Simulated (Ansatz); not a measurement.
Basis sets compared for Li20H20 (started as a model of: 2x4x5 LiH rock-salt block). Charge 0, multiplicity 1. Geometry PBE-D4/def2-SVP. Ansatz on 4 threads of AMD EPYC 7R43 on a shared host; times are rough, and most runs start from earlier orbitals.

```xyz
40

Li    2.943    3.630    0.286
H     1.378    3.288   -0.599
Li   -0.115    2.601   -1.520
H    -1.707    2.103   -2.395
Li   -3.117    1.301   -3.242
H     2.712    2.523    1.726
Li    1.107    1.899    0.778
H    -0.431    1.320   -0.131
Li   -1.973    0.716   -1.015
H    -3.592    0.101   -1.944
Li    2.448    1.138    2.975
H     0.879    0.547    2.088
Li   -0.677   -0.053    1.199
H    -2.221   -0.644    0.283
Li   -3.764   -1.249   -0.641
H     2.173   -0.179    4.280
Li    0.627   -0.791    3.413
H    -0.964   -1.404    2.584
Li   -2.481   -1.985    1.604
H    -4.010   -2.555    0.681
H     4.010    2.554   -0.682
Li    2.480    1.985   -1.604
H     0.964    1.405   -2.583
Li   -0.627    0.791   -3.412
H    -2.171    0.178   -4.281
Li    3.764    1.248    0.640
H     2.221    0.644   -0.283
Li    0.676    0.054   -1.198
H    -0.879   -0.546   -2.087
Li   -2.446   -1.139   -2.975
H     3.593   -0.102    1.943
Li    1.972   -0.715    1.015
H     0.430   -1.319    0.132
Li   -1.107   -1.899   -0.777
H    -2.710   -2.524   -1.726
Li    3.117   -1.302    3.240
H     1.706   -2.103    2.395
Li    0.114   -2.600    1.521
H    -1.378   -3.288    0.600
Li   -2.942   -3.630   -0.286
```

Binding counts from free atoms (Li doublet, H doublet) in the same basis, without a counterpoise term.

```json
{"level": "HF/STO-3G", "functions": "120", "energy (Eh)": "-158.5652", "HOMO (eV)": "-7.70", "LUMO (eV)": "2.14", "binding per atom (eV)": "1.99", "wall time": "3.3 s"}
{"level": "HF/6-31G", "functions": "220", "energy (Eh)": "-160.9855", "HOMO (eV)": "-8.63", "LUMO (eV)": "0.99", "binding per atom (eV)": "1.63", "wall time": "8 s"}
{"level": "PBE-D4/def2-SVP", "functions": "280", "energy (Eh)": "-162.3024", "HOMO (eV)": "-4.78", "LUMO (eV)": "-1.52", "binding per atom (eV)": "2.21", "wall time": "18 s"}
{"level": "PBE0-D4/def2-SVP", "functions": "280", "energy (Eh)": "-162.4335", "HOMO (eV)": "-5.83", "LUMO (eV)": "-0.93", "binding per atom (eV)": "2.20", "wall time": "23 s"}
```

(1) Estimate the rows for PBE-D4/def2-TZVP (with forces), PBE0-D4/def2-TZVP (with forces).

Answers

(1) 
| level | functions | energy (Eh) | HOMO (eV) | LUMO (eV) | binding per atom (eV) | wall time |
| --- | --- | --- | --- | --- | --- | --- |
| PBE-D4/def2-TZVP (with forces) | 400 | -162.4233 | -4.88 | -1.49 | 2.17 | 18 s |
| PBE0-D4/def2-TZVP (with forces) | 400 | -162.5490 | -5.93 | -0.87 | 2.17 | 41 s |
